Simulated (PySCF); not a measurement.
Cl3Sb, SMILES [Cl][Sb-]([Cl])[Cl], charge -1, multiplicity 2. Atoms are numbered in the order given.

```xyz
4

Sb     0.0000     0.0000    -0.3613
Cl     0.0000     0.0000     2.0751
Cl     0.0000    -2.6156    -0.4957
Cl     0.0000     2.6156    -0.4957
```
Charge -1, spin multiplicity 2.

Geometry: PBE0-D3(BJ)/def2-SVPD. The def2 effective core potentials stand for the cores of Sb; spin–orbit coupling is left out.

All values below come from PBE0-D3(BJ)/def2-SVPD (PySCF).

Frequencies are harmonic and unscaled.

```
mode  ν (cm⁻¹)  IR (km/mol)  moving atoms (share of kinetic energy)
----  --------  -----------  --------------------------------------
1           45          9.1                        Cl 61 %, Sb 39 %
2           61          5.3                        Cl 78 %, Sb 22 %
3          109          0.8                                 Cl 95 %
4          224        282.8                        Cl 60 %, Sb 40 %
5          234          7.3                                 Cl 99 %
6          324         56.0                        Cl 77 %, Sb 23 %
```
